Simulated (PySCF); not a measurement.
SMILES [SiH3][Cd][Cl], PBE0/def2-SVP optimised geometry.

```
6

Cd     0.35    -0.35     0.00
Cl     2.66    -0.35     0.00
Si    -2.13    -0.35     0.00
H     -2.66    -1.05    -1.21
H     -2.66     1.05     0.00
H     -2.65    -1.05     1.21
```

Density from PBE0/def2-TZVP, def2 effective core potentials past Kr (PySCF 2.14.0) at that geometry. The core electrons that the potentials of Cd replace are not part of the density.

Minimum of the electron density along straight lines between bonded atoms, close to the bond critical point (lines longer than 1.1 times the sum of covalent radii, or with two minima, are not listed):

| bond | length / Å | ρ at the minimum / e bohr⁻³ | ∇²ρ there / e bohr⁻⁵ | position (fraction from the first atom) |
|---|---|---|---|---|
| Cd1–Cl2 | 2.307 | ___ | ___ | 0.48 |
| Cd1–Si3 | 2.486 | 0.073 | ___ | 0.52 |
| Si3–H4 | 1.495 | 0.117 | 0.15 | 0.49 |
| Si3–H5 | 1.495 | 0.117 | 0.15 | 0.49 |
| Si3–H6 | 1.496 | 0.117 | 0.15 | 0.49 |

Fill in the missing entries.


- Cd1–Cl2, ρ at the minimum / e bohr⁻³: 0.086
- Cd1–Cl2, ∇²ρ there / e bohr⁻⁵: 0.26
- Cd1–Si3, ∇²ρ there / e bohr⁻⁵: -0.03
